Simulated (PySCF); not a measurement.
**Electron correlation in Pb (lead, neutral)**

[Xe] 4f14 5d10 6s2 6p2, high-spin 3P determinant. All numbers are calculated (PySCF 2.14, a scalar-relativistic core potential, in def2-SVP with the def2 core potential (60 electrons) (4s4p2d, 26 functions)). Frozen: 5s2 5p6 5d10; 4 electrons correlated.

MP2 pair energies summed by pair of shells (mhartree):

| pair | energy | share (%) |
| --- | --- | --- |
| 6s-6p | -16.57 | 58.2 |
| 6s-6s | -9.18 | 32.2 |
| 6p-6p | -2.73 | 9.6 |

Total MP2 correlation energy: -28.48 mhartree.

Same-spin part -5.50 and opposite-spin part -22.98 mhartree; SCS-MP2 scales them by 1/3 and 6/5 to -29.41 mhartree.

```csv
level,correlation energy (mhartree)
CCSD,-39.13
(T),-0.35
CCSD(T),-39.48
```

Diagnostics: T1 = 0.0070, D1 = 0.0165, largest double amplitude 0.071.

Problem. Is a single reference adequate?

Solution. Mostly. T1 lies below 0.03, but a double amplitude of this size points to a near-degeneracy that CCSD handles and MP2 describes poorly.

Spin-orbit coupling is strong in this species, so the high-spin LS determinant is a model state.
